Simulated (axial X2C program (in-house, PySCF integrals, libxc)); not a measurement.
# GeC: cheaper levels and CCSD(T), with spin–orbit coupling

All values were computed with an axial X2C code built on PySCF integrals. Two-component (2c) means X2C with spin–orbit coupling and atomic mean-field two-electron Coulomb and Gaunt terms. Basis: Ge dyall-cv3z [9s9p7d4f1g], C dyall-v3z [7s6p2d1f] (cores contracted in-house); Gaussian nuclei, density fitting, unrestricted open shells. Masses: Ge 73.921 u, C 12.000 u.

State: Ω = 2 (⟨Sz⟩ = 1.00, ⟨Lz⟩ = 1.00 at HF); fragments Ge + C.

```tsv
level	Re (Å)	ωe (cm⁻¹)
PBE0	1.792	812.2
HF	1.867	669.8
CCSD	1.805	803.7
BP86	1.810	783.9
```

Correlated methods: 8 electrons correlated (number of frozen shells: Ge 3 s, 2 p, 1 d; C 1 s), 210 virtual spin orbitals or spinors in MP2, 90 natural virtuals in coupled cluster.

CCSD(T), same Hamiltonian and basis:

Re = 1.806 Å, ωe = 818.8 cm⁻¹; T1 = 0.084 (Lee–Taylor normalisation).

Question: Give the differences from CCSD(T) in the columns below.

Answer: 

```tsv
level	ΔRe (Å)	Δωe (cm⁻¹)
PBE0	-0.014	-7
HF	0.061	-149
CCSD	-0.001	-15
BP86	0.004	-35
```

Occupations by symmetry block were frozen at the best pattern of an incomplete PBE0 search. De is not given where an atomic determinant may have missed its ground term or J level, or where the truncated virtual space spoils (T). Density functionals use the spin component along the axis (collinear). CCSD and (T) use frozen natural virtuals with an MP2 correction for the truncation; (T) itself is uncorrected, so its De runs slightly low. PBE0 can misorder states that lie within some tenths of an eV, so this need not be the ground state of the molecule. The nearest other 2c determinant of the search, Ω = 1, lies 0.33 eV up at the distance of the search. The functionals have no current-density term, which raises determinants with orbital currents, atoms included. With several unpaired electrons one determinant need not be a pure state. Open-shell Ω = 0 determinants with evenly filled partner blocks cannot be reached by this program, so the Ω shown need not be the lowest component. The determinant is spin-polarised beyond a pure state at some levels (its spin-free form has ⟨S²⟩ too high), which makes Re and μ there less reliable. The T1 diagnostic is large, a sign of multireference character. With the outer-core shells frozen, correlated bond lengths of heavy atoms tend to come out a few hundredths of an ångström too long.
